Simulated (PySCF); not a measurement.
Al(Me)2(OH)(SH2), C2H9AlOS, singlet (PBE0/def2-SVP optimised geometry):

```
14

Al    -0.137     0.007     0.000
C     -0.960     1.788     0.000
H     -1.090     2.147     1.036
H     -1.961     1.803    -0.464
H     -0.334     2.537    -0.514
C     -1.080    -1.595     0.639
H     -2.122    -1.624     0.278
H     -1.130    -1.612     1.742
H     -0.598    -2.537     0.328
O      1.608     0.007     0.000
H      2.122    -0.654     0.468
S     -0.069    -0.374    -2.645
H     -0.146     0.943    -2.938
H      1.252    -0.299    -2.348
```

Level of theory: PBE0/def2-TZVP (PySCF).

Question: What are the frontier orbital energies and the dipole moment?

Answer: HOMO-2 -8.51 eV, HOMO-1 -7.89 eV, HOMO -7.18 eV, LUMO -0.24 eV, LUMO+1 0.17 eV; dipole moment 1.80 D.

On the same geometry PBE/def2-TZVP (PySCF) gives HOMO-2 -6.91 eV, HOMO-1 -6.46 eV, HOMO -5.88 eV, LUMO -1.24 eV, LUMO+1 -0.70 eV; dipole moment 1.79 D.

Meta-Löwdin charges at PBE0/def2-TZVP: Al1 0.90, C2 -0.67, H3 0.12, H4 0.12, H5 0.12, C6 -0.68, H7 0.12, H8 0.12, H9 0.12, O10 -0.82, H11 0.34, S12 -0.07, H13 0.13, H14 0.16.
